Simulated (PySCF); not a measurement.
Computed IR spectrum (relative IR intensity) of a molecule C2H5O, multiplicity 2. Geometry: PBE-D3(BJ)/def2-TZVP. One conformer was computed; it need not be the lowest. Method: PBE-D3(BJ)/def2-TZVP run with PySCF 2.14.0. Harmonic, unscaled wavenumbers; measured fundamentals usually lie a few per cent lower.

```
ν (cm⁻¹)  relative intensity
--------  ------------------
189                      2.1
337                      100
414                       16
542                       50
924                       66
1058                      37
1140                      24
1308                     2.4
1347                      32
1403                     6.1
1422                     3.2
2894                      43
2913                      33
3078                     7.3
3186                     8.1
3671                      12
```

Task: Which molecule gave these data?
(A) [CH2]OC
(B) C[CH]O
(C) [CH2]CO
(D) CC[O]

Result: C, [CH2]CO
